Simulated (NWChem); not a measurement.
GeBrCl, singlet; SMILES [Cl][Ge][Br]

Program: NWChem. Low-valent species are run as closed-shell singlets; no triplet was tried in these runs. Structure relaxed at the PBE0/def2-SVP level.

Diagonal of the polarisability tensor at PBE/def2-SVPD, static: 70.05, 94.81, 51.81 bohr³.

Task: Find the mean polarisability volume, the molar refraction, and the refractive index that an ideal gas of it would have at 273.15 K and 1 atm.

Result: 
1. Mean: one third of the trace = 72.23 bohr³ × 0.14818 Å³/bohr³ = 10.70 Å³.
2. Molar refraction (Lorentz-Lorenz): (4π/3) N_A α = 27.0 cm³/mol.
3. Number density p/kT = 2.687 × 10⁻⁵ Å⁻³; n − 1 = 2π N α = 18.07 × 10⁻⁴.
4. These hold the electronic response alone: vibrational and orientational terms add to the static dielectric constant.
